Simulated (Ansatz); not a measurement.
Isolated molecules relaxed with PBE0-D4/def2-TZVP in Ansatz; ΔE leaves out vibrations. CBS: MP2 limit from def2 TZ/QZ plus the TZ coupled-cluster correction, frozen cores. This one scheme is used for every species. DFT in def2-TZVPP. B3LYP here is the variant with VWN-RPA as its local correlation; programs differ in this. HSE06 is defined as in plane-wave codes. Each species was taken in one conformer, which may not be the lowest.

`F[SiH](F)[Si](F)(F)F` + `C=C=N` → `C=C=N[SiH](F)F` + `F[SiH](F)F`  (cleavage of the Si–Si bond)

Task: Is it downhill or uphill in electronic energy at CCSD(T)/CBS, and by how much? (Estimate.)

Result: Ansatz gave: Downhill: ΔE = -113.9 kJ/mol.

Task: What do these levels give: PBE-D4, B3LYP-D4, r2SCANh-D4, ωB97X-V, B2PLYP, PBE, BLYP, HSE06, HF/def2-SVP, MP2/def2-SVP, HF/CBS(def2), CCSD/CBS(def2)? (An estimate is asked.)

Result: Ansatz gave: PBE-D4 -87.9, B3LYP-D4 -106.7, r2SCANh-D4 -112.1, ωB97X-V -105.7, B2PLYP -115.9, PBE -89.1, BLYP -99.7, HSE06 -100.7, HF/def2-SVP -128.8, MP2/def2-SVP -124.5, HF/CBS(def2) -134.6, CCSD/CBS(def2) -115.7 kJ/mol.

Largest T1 diagnostic among the species: 0.015.

From BLYP to BHLYP (50 % exact exchange), in def2-TZVPP and without D4, ΔE moves by −21.5 kJ/mol. Leaving LDA and LC-ωPBE aside and taking each functional with its dispersion term where it has one, the values, not all of them listed here, spread over 30.1 kJ/mol, from BHLYP-D4 to PBE-D4. LDA lies −8.2 kJ/mol from PBE without D4.
